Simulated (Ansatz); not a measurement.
`[F][Sn][O][SiH3]` + H₂O → `[OH][Sn][F]` + `O[SiH3]`  (formal hydrolysis of the Sn–O bond)

Isolated molecules relaxed with PBE0-D4/def2-TZVP in Ansatz; ΔE leaves out vibrations. CBS: MP2 limit from def2 TZ/QZ plus the TZ coupled-cluster correction, frozen cores. This one scheme is used for every species. DFT in def2-TZVPP. Elements past krypton have def2 core potentials. For Sn outer-core shells are correlated without core-valence functions, which leaves a few kJ/mol of doubt a bond. One conformer a species, not always the lowest.

```tsv
level	ΔE (eV)
PBE-QIDH	0.29
BLYP	0.19
```

Problem. What does CCSD(T)/CBS give? (Estimate.)

Solution. Computed: +0.31 eV. The listed levels differ from it by -0.02, -0.12 eV.

Largest T1 diagnostic among the species: 0.018.

At CCSD(T), def2-SVP lies +0.08 eV from the extrapolated value and def2-TZVPP −0.01 eV. The D4 term adds +0.07 eV with B3LYP and +0.04 eV with PBE0; it sums over pairs of atoms, weighted by their polarisabilities, and B3LYP, whose exchange is more repulsive, gets the larger term. Leaving LDA and LC-ωPBE aside and taking each functional with its dispersion term where it has one, the values, not all of them listed here, spread over 0.12 eV, from PBE-D4 to BHLYP-D4.

B3LYP here is the variant with VWN-RPA as its local correlation; programs differ in this.
